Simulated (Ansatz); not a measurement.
Cost and result for the atomization energy of CH₉AlBNSi, SMILES `[BH2][AlH][N](C)[SiH3]` (14 atoms, 13 bonds).

| atom | x (Å) | y (Å) | z (Å) |
| --- | --- | --- | --- |
| B1 | -2.125 | -0.772 | 1.802 |
| Al2 | -0.418 | -1.265 | 0.633 |
| N3 | 0.372 | 0.048 | -0.296 |
| C4 | -0.158 | 1.408 | -0.244 |
| Si5 | 1.770 | -0.157 | -1.291 |
| H6 | -3.246 | -0.825 | 1.377 |
| H7 | -2.051 | -0.432 | 2.951 |
| H8 | 0.221 | -2.715 | 0.517 |
| H9 | 0.577 | 2.119 | 0.153 |
| H10 | -0.462 | 1.767 | -1.235 |
| H11 | -1.041 | 1.465 | 0.401 |
| H12 | 2.891 | 0.711 | -0.826 |
| H13 | 2.187 | -1.580 | -1.237 |
| H14 | 1.485 | 0.228 | -2.704 |

Charge 0, multiplicity 1. All single points use the PBE0-D4/def2-TZVP geometry. It is one conformer, not always the lowest. Program: Ansatz. All runs use 4 threads of an Arm Neoverse V2 on a shared host. Times are those of one run each, without the atoms' runs, and a repeat can differ threefold. Electronic energies, without spin–orbit coupling; frozen cores. CCSD(T)/CBS adds CCSD(T) − MP2 in def2-TZVPP to the MP2 limit, and its time is that of the two runs behind it. T1 = 0.012. B3LYP takes the VWN-RPA correlation (the form of Gaussian; ORCA's B3LYP/G).

CCSD(T)/CBS is a level of theory with its own doubt, some kJ/mol a heavy atom from the limit and from the frozen cores, so smaller differences don't rank the functionals.

```json
{"level": "PBE-D4/def2-TZVPP (with forces)", "functions": "303", "wall time": "3.4 s", "atomization (kJ/mol)": "4572.1", "difference from CCSD(T)/CBS": "12.6", "per bond": "1.0"}
{"level": "PBE0-D4/def2-TZVPP", "functions": "303", "wall time": "4.1 s", "atomization (kJ/mol)": "4537.5", "difference from CCSD(T)/CBS": "-22.0", "per bond": "-1.7"}
{"level": "r2SCAN-D4/def2-TZVPP (with forces)", "functions": "303", "wall time": "6.5 s", "atomization (kJ/mol)": "4561.5", "difference from CCSD(T)/CBS": "2.0", "per bond": "0.1"}
{"level": "B3LYP-D4/def2-TZVPP (with forces)", "functions": "303", "wall time": "6.5 s", "atomization (kJ/mol)": "4578.1", "difference from CCSD(T)/CBS": "18.6", "per bond": "1.4"}
{"level": "B2PLYP/def2-TZVPP", "functions": "303", "wall time": "7 s", "atomization (kJ/mol)": "4514.1", "difference from CCSD(T)/CBS": "-45.4", "per bond": "-3.5"}
{"level": "ωB97X-V/def2-TZVPP", "functions": "303", "wall time": "9 s", "atomization (kJ/mol)": "4593.4", "difference from CCSD(T)/CBS": "33.9", "per bond": "2.6"}
{"level": "ωB97M-V/def2-TZVPP (with forces)", "functions": "303", "wall time": "16 s", "atomization (kJ/mol)": "4578.2", "difference from CCSD(T)/CBS": "18.7", "per bond": "1.4"}
{"level": "MP2/def2-QZVPP", "functions": "581", "wall time": "32 s", "atomization (kJ/mol)": "4530.1", "difference from CCSD(T)/CBS": "-29.4", "per bond": "-2.3"}
{"level": "CCSD(T)/def2-TZVPP", "functions": "303", "wall time": "15 min", "atomization (kJ/mol)": "4446.6", "difference from CCSD(T)/CBS": "-112.9", "per bond": "-8.7"}
{"level": "CCSD(T)/CBS(def2)", "functions": "–", "wall time": "15 min", "atomization (kJ/mol)": "4559.5", "difference from CCSD(T)/CBS": "0.0", "per bond": "0.0"}
```

From PBE to PBE0 (25 % exact exchange), in def2-TZVPP and without D4, the atomization energy moves by −30.2 kJ/mol: exact exchange takes away binding that semilocal exchange gives to molecules. The D4 term adds +48.6 kJ/mol with B3LYP and +25.8 kJ/mol with PBE0; it sums over pairs of atoms, weighted by their polarisabilities, and B3LYP, whose exchange is more repulsive, gets the larger term. In def2-TZVPP, CCSD(T) changes the Hartree–Fock value by +1021.8 kJ/mol (the triples alone add +48.5 kJ/mol) and MP2 by +1037.5 kJ/mol; breaking electron pairs costs correlation energy, which Hartree–Fock lacks.
